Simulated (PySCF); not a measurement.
H$_{2}$, singlet, at a GFN2-xTB geometry; SVWN5/STO-3G in PySCF.

Here is a job for PySCF.
```python
from pyscf import gto, scf, dft

mol = gto.Mole()
mol.atom = '''
    H    -0.000000   -0.000000   -0.388349
    H     0.000000    0.000000    0.388349
'''
mol.basis = 'sto-3g'
mol.charge = 0
mol.spin = 0
mol.verbose = 4
mol.build()

mf = dft.RKS(mol)
mf.xc = 'lda,vwn'
mf.grids.radi_method = dft.radi.gauss_chebyshev
mf.kernel()
mf.analyze()
```

It wrote (shortened):

```
PySCF version 2.14.0

[INPUT] verbose = 4
[INPUT] num. atoms = 2
[INPUT] num. electrons = 2
[INPUT] charge = 0
[INPUT] spin (= nelec alpha-beta = 2S) = 0
[INPUT] symmetry False subgroup None
[INPUT] Mole.unit = angstrom
[INPUT] Symbol           X                Y                Z      unit          X                Y                Z       unit  Magmom
[INPUT]  1 H      0.000000000000   0.000000000000  -0.388349000000 AA    0.000000000000   0.000000000000  -0.733873250749 Bohr   0.0
[INPUT]  2 H      0.000000000000   0.000000000000   0.388349000000 AA    0.000000000000   0.000000000000   0.733873250749 Bohr   0.0

nuclear repulsion = 0.681316561803944
number of shells = 2
number of NR pGTOs = 6
number of NR cGTOs = 2
basis = sto-3g
ecp = {}

******** <class 'pyscf.dft.rks.RKS'> ********
method = RKS
initial guess = minao
damping factor = 0
level_shift factor = 0
DIIS = <class 'pyscf.scf.diis.CDIIS'>
diis_start_cycle = 1
diis_space = 8
diis_damp = 0
SCF conv_tol = 1e-09
SCF conv_tol_grad = None
SCF max_cycles = 50
direct_scf = True
direct_scf_tol = 1e-13
XC library pyscf.dft.libxc version 7.1.2
    S. Lehtola, C. Steigemann, M. J. T. Oliveira, and M. A. L. Marques,  SoftwareX 7, 1–5 (2018)
XC functionals = lda,vwn
    P. A. M. Dirac,  Math. Proc. Cambridge Philos. Soc. 26, 376 (1930)
    F. Bloch,  Z. Phys. 57, 545 (1929)
    S. H. Vosko, L. Wilk, and M. Nusair,  Can. J. Phys. 58, 1200 (1980)
radial grids: Gauss-Chebyshev [JCP 108, 3226 (1998); DOI:10.1063/1.475719) radial grids
becke partition: Becke, JCP 88, 2547 (1988); DOI:10.1063/1.454033
pruning grids: <function nwchem_prune>
grids dens level: 3
symmetrized grids: False
atomic radii adjust function: <function treutler_atomic_radii_adjust>
small_rho_cutoff = 0
Set gradient conv threshold to 3.16228e-05
Initial guess from minao.
tot grids = 19400
init E= -0.897864163963254
  HOMO = -0.353776302826722  LUMO = 0.353152681876516  gap/eV = 19.23652
cycle= 1 E= -1.11996140662701  delta_E= -0.222  |g|= 4e-17  |ddm|= 0.855
  HOMO = -0.33618335014794  LUMO = 0.368666153293258  gap/eV = 19.17993
cycle= 2 E= -1.11996140662701  delta_E=    0  |g|= 4e-17  |ddm|=    0
  HOMO = -0.33618335014794  LUMO = 0.368666153293258  gap/eV = 19.17993
Extra cycle  E= -1.11996140662701  delta_E=    0  |g|= 4e-17  |ddm|=    0
converged SCF energy = -1.11996140662701
**** SCF Summaries ****
Total Energy =                          -1.119961406627006
Nuclear Repulsion Energy =               0.681316561803944
One-electron Energy =                   -2.462832481514639
Two-electron Energy =                    0.661554513083689
Two-electron Coulomb Energy =            1.335519571775873
DFT Exchange-Correlation Energy =       -0.673965058692184
HOMO-LUMO gap [eV] =                    19.179931924143766
**** MO energy ****
MO #1   energy= -0.33618335014794  occ= 2
MO #2   energy= 0.368666153293258  occ= 0
 ** Mulliken pop on meta-lowdin orthogonal AOs  **
 ** Mulliken pop  **
pop of  0 H 1s            1.00000
pop of  1 H 1s            1.00000
 ** Mulliken atomic charges  **
charge of    0H =      0.00000
charge of    1H =      0.00000
Dipole moment(X, Y, Z, Debye):  0.00000,  0.00000,  0.00000
```
